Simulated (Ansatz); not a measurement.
Consider the homolysis of the Al–Si bond: `O[SiH2][AlH][F]` → `[F][AlH]`• + `O[SiH2]`•.

Computed with Ansatz on PBE0-D4/def2-TZVP structures; ΔE is electronic, products minus reactants. CBS: MP2 limit from def2 TZ/QZ plus the TZ coupled-cluster correction, frozen cores. This one scheme is used for every species. Functionals use def2-TZVPP. B3LYP here is the variant with VWN-RPA as its local correlation; programs differ in this. HSE06 is defined as in plane-wave codes. No spin–orbit coupling; open shells (•) take unrestricted orbitals. Each species was taken in one conformer, which may not be the lowest.

```json
{"level": "LDA (SPW92)", "ΔE (kJ/mol)": "307.9", "difference from CCSD(T)/CBS": "9.9"}
{"level": "PBE-D4", "ΔE (kJ/mol)": "275.9", "difference from CCSD(T)/CBS": "-22.1"}
{"level": "revPBE-D4", "ΔE (kJ/mol)": "265.8", "difference from CCSD(T)/CBS": "-32.2"}
{"level": "BLYP-D4", "ΔE (kJ/mol)": "266.9", "difference from CCSD(T)/CBS": "-31.1"}
{"level": "r2SCAN-D4", "ΔE (kJ/mol)": "268.4", "difference from CCSD(T)/CBS": "-29.6"}
{"level": "B97M-V", "ΔE (kJ/mol)": "291.1", "difference from CCSD(T)/CBS": "-6.9"}
{"level": "PBE0-D4", "ΔE (kJ/mol)": "280.2", "difference from CCSD(T)/CBS": "-17.8"}
{"level": "r2SCAN0-D4", "ΔE (kJ/mol)": "269.8", "difference from CCSD(T)/CBS": "-28.2"}
{"level": "BHLYP-D4", "ΔE (kJ/mol)": "281.7", "difference from CCSD(T)/CBS": "-16.3"}
{"level": "CAM-B3LYP-D4", "ΔE (kJ/mol)": "280.0", "difference from CCSD(T)/CBS": "-18.0"}
{"level": "ωB97X-V", "ΔE (kJ/mol)": "299.7", "difference from CCSD(T)/CBS": "1.7"}
{"level": "ωB97M-V", "ΔE (kJ/mol)": "296.6", "difference from CCSD(T)/CBS": "-1.4"}
{"level": "B2PLYP", "ΔE (kJ/mol)": "276.5", "difference from CCSD(T)/CBS": "-21.5"}
{"level": "PBE-QIDH", "ΔE (kJ/mol)": "284.9", "difference from CCSD(T)/CBS": "-13.1"}
{"level": "PBE", "ΔE (kJ/mol)": "270.5", "difference from CCSD(T)/CBS": "-27.5"}
{"level": "revPBE", "ΔE (kJ/mol)": "256.2", "difference from CCSD(T)/CBS": "-41.8"}
{"level": "r2SCAN", "ΔE (kJ/mol)": "267.0", "difference from CCSD(T)/CBS": "-31.0"}
{"level": "PBE0", "ΔE (kJ/mol)": "275.4", "difference from CCSD(T)/CBS": "-22.6"}
{"level": "B3LYP", "ΔE (kJ/mol)": "267.7", "difference from CCSD(T)/CBS": "-30.3"}
{"level": "r2SCANh", "ΔE (kJ/mol)": "267.4", "difference from CCSD(T)/CBS": "-30.6"}
{"level": "r2SCAN0", "ΔE (kJ/mol)": "268.0", "difference from CCSD(T)/CBS": "-30.0"}
{"level": "HSE06", "ΔE (kJ/mol)": "275.7", "difference from CCSD(T)/CBS": "-22.3"}
{"level": "BHLYP", "ΔE (kJ/mol)": "273.3", "difference from CCSD(T)/CBS": "-24.7"}
{"level": "CAM-B3LYP", "ΔE (kJ/mol)": "274.9", "difference from CCSD(T)/CBS": "-23.1"}
{"level": "LC-ωPBE", "ΔE (kJ/mol)": "277.3", "difference from CCSD(T)/CBS": "-20.7"}
{"level": "RPA@PBE/def2-TZVPP", "ΔE (kJ/mol)": "269.7", "difference from CCSD(T)/CBS": "-28.3"}
{"level": "HF/def2-SVP", "ΔE (kJ/mol)": "217.2", "difference from CCSD(T)/CBS": "-80.8"}
{"level": "MP2/def2-SVP", "ΔE (kJ/mol)": "276.0", "difference from CCSD(T)/CBS": "-22.0"}
{"level": "CCSD/def2-SVP", "ΔE (kJ/mol)": "277.8", "difference from CCSD(T)/CBS": "-20.2"}
{"level": "CCSD(T)/def2-SVP", "ΔE (kJ/mol)": "280.5", "difference from CCSD(T)/CBS": "-17.5"}
{"level": "MP2/def2-TZVPP", "ΔE (kJ/mol)": "282.4", "difference from CCSD(T)/CBS": "-15.6"}
{"level": "SCS-MP2/def2-TZVPP", "ΔE (kJ/mol)": "287.9", "difference from CCSD(T)/CBS": "-10.1"}
{"level": "CCSD/def2-TZVPP", "ΔE (kJ/mol)": "284.2", "difference from CCSD(T)/CBS": "-13.8"}
{"level": "CCSD(T)/def2-TZVPP", "ΔE (kJ/mol)": "288.3", "difference from CCSD(T)/CBS": "-9.7"}
{"level": "HF/def2-QZVPP", "ΔE (kJ/mol)": "204.0", "difference from CCSD(T)/CBS": "-94.0"}
{"level": "MP2/def2-QZVPP", "ΔE (kJ/mol)": "287.3", "difference from CCSD(T)/CBS": "-10.7"}
{"level": "SCS-MP2/def2-QZVPP", "ΔE (kJ/mol)": "293.9", "difference from CCSD(T)/CBS": "-4.1"}
{"level": "HF/CBS(def2)", "ΔE (kJ/mol)": "203.8", "difference from CCSD(T)/CBS": "-94.2"}
{"level": "MP2/CBS(def2)", "ΔE (kJ/mol)": "292.0", "difference from CCSD(T)/CBS": "-6.0"}
{"level": "CCSD/CBS(def2)", "ΔE (kJ/mol)": "293.9", "difference from CCSD(T)/CBS": "-4.1"}
{"level": "CCSD(T)/CBS", "ΔE (kJ/mol)": "298.0", "difference from CCSD(T)/CBS": "0"}
```

Largest T1 diagnostic among the species: 0.016.

From BLYP to BHLYP (50 % exact exchange), in def2-TZVPP and without D4, ΔE moves by +16.8 kJ/mol. In def2-TZVPP, CCSD(T) changes the Hartree–Fock value by +82.4 kJ/mol (the triples alone add +4.2 kJ/mol) and MP2 by +76.4 kJ/mol; breaking electron pairs costs correlation energy, which Hartree–Fock lacks. The D4 term adds +8.6 kJ/mol with B3LYP and +4.8 kJ/mol with PBE0; it sums over pairs of atoms, weighted by their polarisabilities, and B3LYP, whose exchange is more repulsive, gets the larger term.
